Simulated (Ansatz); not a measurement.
`[F][GeH2][O][SiH3]` + H₂ → `[F][GeH3]` + `O[SiH3]` at 298.15 K and 1 bar (hydrogenolysis of a Ge–O bond).

Gas-phase electronic energies from Ansatz, PBE0-D4/def2-TZVP geometries. CCSD(T)/CBS adds triple-zeta CCSD(T) − MP2 to the extrapolated MP2 energy (def2 sets, frozen cores). This one scheme is used for every species. For Ge outer-core shells are correlated without core-valence functions, which leaves a few kJ/mol of doubt a bond. Scalar relativity is left out up to krypton. One conformer a species, not always the lowest.

```csv
species,CCSD(T)/CBS energy (Eh),H − E (kJ/mol),S (J/(mol·K))
`[F][GeH2][O][SiH3]`,-2543.25592,146.5,360.2
H₂,-1.17544,35.1,130.4
`[F][GeH3]`,-2177.72589,78.1,252.0
`O[SiH3]`,-366.69042,113.6,257.8
```

H − E and S are ideal-gas, rigid-rotor, harmonic terms from PBE0-D4/def2-TZVP, for one conformer and one mirror image of each species. The MP2-based limit puts H₂ 0.8 mEh under its directly extrapolated value; such offsets cancel only in part. 1 Eh = 2625.50 kJ/mol, R = 8.31446 J/(mol·K).

Problem. By hand: ΔE, ΔH, ΔS and ΔG.

Solution. ΔE = (-2177.72589) + (-366.69042) − (-2543.25592) − (-1.17544) = 0.01505 Eh = 39.5 kJ/mol. Δ(H − E) = 78.1 + 113.6 − 146.5 − 35.1 = 10.1, so ΔH = 49.6 kJ/mol. ΔS = 252.0 + 257.8 − 360.2 − 130.4 = 19.2 J/(mol·K). ΔG = 49.6 − 298.15 × (19.2)/1000 = 43.9 kJ/mol.

Problem. By hand: the equilibrium constant, and the temperature at which ΔG would vanish if ΔH and ΔS stayed fixed.

Solution. log₁₀ K = −ΔG/(RT ln 10) = -7.7. ΔG = 0 at ΔH/ΔS = 2583 K, far beyond where these terms or the molecules hold.

ΔH outweighs TΔS. A doubt of 5 kJ/mol in ΔE shifts log₁₀ K by 0.9 here. Other conformers and mirror images would add mixing entropy, several J/(mol·K) or more a flexible species. Modes under 60 cm⁻¹, often nearly free rotors, make the harmonic entropy too high. These are equilibria of isolated gas molecules and say nothing of rates. Largest T1 diagnostic: 0.012 (customary marks: 0.02 for closed shells, 0.045 for open ones).
